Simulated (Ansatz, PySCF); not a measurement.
selenium dioxide (O2Se), SMILES O=[Se]=O. Atoms are numbered in the order given.

```xyz
3

O      0.0000    -1.3396    -0.6052
Se     0.0000     0.0000     0.2682
O      0.0000     1.3396    -0.6052
```
Charge 0, spin multiplicity 1.

Geometry: PBE0-D3(BJ)/def2-TZVP.

Two levels are set side by side: PBE-D3(BJ)/def2-TZVP (Ansatz, an electronic-structure program) and PBE0-D3(BJ)/def2-TZVP (Ansatz). Each level has its own optimised geometry; the coordinates shown are those of the second. Frequencies come from the Hessian of PySCF at each geometry. Differences are taken from unrounded values.

```json
[
 {"quantity": "mean bond length (Å)", "PBE0-D3(BJ)": "1.599"},
 {"quantity": "bond O1–Se2 (Å)", "PBE0-D3(BJ)": "1.599"},
 {"quantity": "bond Se2–O3 (Å)", "PBE0-D3(BJ)": "1.599"},
 {"quantity": "highest harmonic wavenumber (cm⁻¹)", "PBE0-D3(BJ)": "1052"},
 {"quantity": "mean harmonic wavenumber (cm⁻¹)", "PBE0-D3(BJ)": "816"},
 {"quantity": "zero-point energy (kcal/mol)", "PBE0-D3(BJ)": "3.50"}
]
```

### Question
What does PBE-D3(BJ) give, and how far is it from PBE0-D3(BJ)? (The exact figures need the calculation; the answer reports its results.)

### Answer

| quantity | PBE-D3(BJ) | PBE-D3(BJ) minus PBE0-D3(BJ) |
|---|---|---|
| mean bond length (Å) | 1.632 | 0.032 |
| bond O1–Se2 (Å) | 1.632 | 0.032 |
| bond Se2–O3 (Å) | 1.632 | 0.032 |
| highest harmonic wavenumber (cm⁻¹) | 958 | -94 |
| mean harmonic wavenumber (cm⁻¹) | 743 | -73 |
| zero-point energy (kcal/mol) | 3.19 | -0.31 |

Exact exchange shortens and stiffens bonds; PBE has none. Differences between two approximate levels are no errors against the true value.
